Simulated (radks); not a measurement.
Results of a calculation; reference values are marked as such.
Effect of the nuclear size on the dysprosium ion Dy3+, [Xe] 4f9. Code: a radial shooting solver on a logarithmic mesh with Libxc functionals. Model: Dirac Kohn-Sham, LDA (Slater exchange, Perdew-Wang correlation), spin-unpolarised, spherical densities, finite nucleus; open shells fill j = l - 1/2 first; Fermi nuclear charge, rms radius 5.2218 fm. The rms radius is varied about that value; shifts are against it.

| rms radius (fm) | total energy shift (eV) | density at nucleus (e/bohr^3) | 1s1/2 shift (meV) | 2s1/2 shift (meV) | 4p1/2 shift (meV) | 5s1/2 shift (meV) | 5p1/2 shift (meV) | 4f7/2 shift (meV) | 6s1/2 (empty) shift (meV) |
|---|---|---|---|---|---|---|---|---|---|
| 4.5325 | -6.44 | 7.661e+05 | -2650 | -347 | 0.278 | -2.96 | 0.113 | 0.397 | -0.549 |
| 4.731 | -4.66 | 7.573e+05 | -1910 | -251 | 0.201 | -2.14 | 0.082 | 0.287 | -0.397 |
| 5.2218 | 0 | 7.373e+05 | 0.000 | 0.000 | 0.000 | 0.000 | 0.000 | 0.000 | 0.000 |
| 5.5769 | 3.58 | 7.242e+05 | 1470 | 193 | -0.154 | 1.64 | -0.063 | -0.220 | 0.305 |
| 5.9267 | 7.27 | 7.123e+05 | 2990 | 392 | -0.312 | 3.33 | -0.128 | -0.448 | 0.619 |

Slopes of the eigenvalues against <r^2> in GHz/fm^2, as finite differences over the two radii next to the reference (eigenvalue slopes, not the field-shift constants of lines): 1s1/2 93900, 2s1/2 12300, 4p1/2 -9.83, 5s1/2 105, 5p1/2 -4.02, 4f7/2 -14.1, 6s1/2 (empty) 19.5.
